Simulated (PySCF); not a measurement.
## Core-level binding energies of `C[C+](CF)CC1CC1`

Compound: C7H12F (charge +1).
Numbering: `[CH3:1][C+:2]([CH2:3][F:4])[CH2:5][CH:6]1[CH2:7][CH2:8]1`

Structure used (PBE0-D3(BJ)/def2-SVP), in Å, numbered top down from 1:
```
atom  x, y, z in Å
C1    -2.425    0.455   -1.059
C2    -2.104   -0.909   -0.680
C3    -3.124   -1.952   -0.836
F4    -2.710   -3.168   -0.446
C5    -0.807   -1.272   -0.144
C6     0.252   -0.221   -0.025
C7     1.695   -0.625   -0.051
C8     1.121    0.116   -1.214
H9    -3.417    0.596   -1.504
H10   -2.314    1.091   -0.158
H11   -1.616    0.827   -1.717
H12   -3.432   -1.958   -1.905
H13   -4.029   -1.637   -0.273
H14   -0.485   -2.178   -0.707
H15   -1.046   -1.773    0.828
H16   -0.004    0.607    0.646
H17    1.928   -1.686   -0.183
H18    2.379   -0.099    0.618
H19    0.965   -0.440   -2.144
H20    1.403    1.161   -1.359
```

Computed, not measured: delta-SCF UKS SCAN, pcX-2 on the ionised atom, pcseg-1 elsewhere, spin-free X2C (PySCF). These are vertical core ionisation energies against the vacuum level, from separate self-consistent calculations with and without the core hole.

Give the core binding energies atom by atom.

```tsv
atom(s)	bonded to	level	binding energy (eV)	above the level's lowest (eV)	count
C1	C and 3 H	C 1s	296.61	+2.10	1
C3	F, C and 2 H	C 1s	298.81	+4.30	1
F4	C	F 1s	697.83	0.00	1
C5	2 C and 2 H	C 1s	296.47	+1.96	1
C6	3 C and H	C 1s	295.15	+0.64	1
C7/C8	2 C and 2 H	C 1s	294.51	0.00	2
```

Lowest listed C 1s: C7/C8, bonded to 2 C and 2 H. Highest, 4.30 eV above it: C3, bonded to F, C and 2 H.

Give the binding energy of F 1s of F4 in hartree and in kJ/mol.

697.83 eV = 25.6448 Eh = 67330 kJ/mol.

Topologically equivalent atoms share the value of their first member; where this conformer doesn't relate them by symmetry, their own values could differ. The list is incomplete; no value stands for C 1s of C2 (hole states with ⟨S²⟩ of 1 or more are left out). The species carries charge +1, so core ionisation leaves charge +2. Isolated species at its PBE0-D3(BJ)/def2-SVP geometry (one conformer only).

Time: 6.1 min. Hardware: an Arm Neoverse N1 with one thread, shared host.
